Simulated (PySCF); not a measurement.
**Excitation energy of In by level of theory**

In [Kr] 4d10 5s2 5p1 (2P) → In [Kr] 4d10 5s1 5p1 5d1 (high-spin determinant), as a difference of total energies. Calculation: PySCF 2.14, in aug-cc-pVQZ-PP with ECP28MDF; a scalar-relativistic core potential. Correlated levels: valence: 4s2 4p6 4d10 frozen. The calculations carry no spin-orbit coupling.

```tsv
method	excitation energy (cm⁻¹)
UHF	62486
LDA	77864
PBE	74358
PBE0	72785
r2SCAN	73715
PW91	74778
LC-wPBE	73388
M06-2X	73938
MP2 (valence)	68245
SCS-MP2 (valence)	70061
```

The upper state lies above the first ionisation limit, but in LS coupling its spin forbids autoionisation to the ground ion; at this Z spin-orbit coupling breaks that rule.

The promoted electron is Rydberg-like, and one or two diffuse shells describe it only roughly, which tends to raise the upper state.

The determinant of the upper state mixes LS terms, which raises its energy above the lowest term, most at the Hartree-Fock and MP2 levels.
